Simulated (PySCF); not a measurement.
## Spin states and ions at one geometry of TlH

PySCF 2.14.0, RKS r2SCAN, Tl def2-SVP with ECP60, H def2-SVP; non-relativistic Hamiltonian with scalar-relativistic core potentials where named; density fitting; no spin-orbit coupling; singlets restricted, open shells unrestricted. The geometry is relaxed for charge 0, singlet, vacuum:

```xyz
2

Tl    0.0000    0.0000    0.1882
H     0.0000    0.0000    2.1091
```

Energies count from the relaxed state; an electron taken off or put on is at rest in vacuum. Charges and spins are Mulliken's.

```json
{"state": "charge 0, singlet, vacuum", "energy (eV)": "0.00", "spin squared": "0.00", "charge on Tl1 (e)": "0.23", "spin on Tl1 (e)": "0.00", "dipole about the centre of mass (D)": "1.26"}
{"state": "charge +1, doublet, vacuum", "energy (eV)": "7.84", "spin squared": "0.76", "charge on Tl1 (e)": "0.88", "spin on Tl1 (e)": "0.32", "dipole about the centre of mass (D)": "0.71"}
{"state": "charge -1, doublet, vacuum", "energy (eV)": "0.01", "spin squared": "0.75", "charge on Tl1 (e)": "-0.75", "spin on Tl1 (e)": "1.06", "dipole about the centre of mass (D)": "1.35"}
```

Task: What does the state charge 0, triplet, vacuum give?

Result: energy (eV) 2.17, spin squared 2.01, charge on Tl1 (e) -0.06, spin on Tl1 (e) 1.34, dipole about the centre of mass (D) 0.15.

With an electron taken off (doublet) the charges change, summed by element, by Tl +0.65 e, H +0.35 e. The vertical ionisation energy is 7.84 eV, against −ε(HOMO) = 4.93 eV of the relaxed state. The level lies 2.9 eV too high, as is usual for semilocal functionals and global hybrids, which keep a self-interaction error.

With an electron put on (doublet) the charges change, summed by element, by Tl -0.98 e, H -0.02 e. The vertical electron affinity is -0.01 eV, against −ε(LUMO) = 2.00 eV of the relaxed state. The basis has no diffuse functions, which an added electron needs. The added electron's level lies above zero.

Open shells may have lower solutions than those found.

No frequency check is given that shows the relaxed geometry to be a minimum.
